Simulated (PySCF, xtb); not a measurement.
C2H4FNOSi, SMILES O=C/N=C/[SiH2]F.

GFN2-xTB (xtb) at its own geometry gives an orbital gap of 2.54 eV and a dipole moment of 3.39 D.

Geometry optimised at B3LYP-D3(BJ)/def2-SVP. The structure was generated by enumeration; whether it is a known compound was not checked. Other conformers were not sampled.

Task: What does B3LYP/def2-TZVP run with PySCF give? (The exact figures need the calculation; the answer reports its results.)

Result: gap 4.97 eV (levels -7.54 and -2.58 eV), dipole 2.23 D.
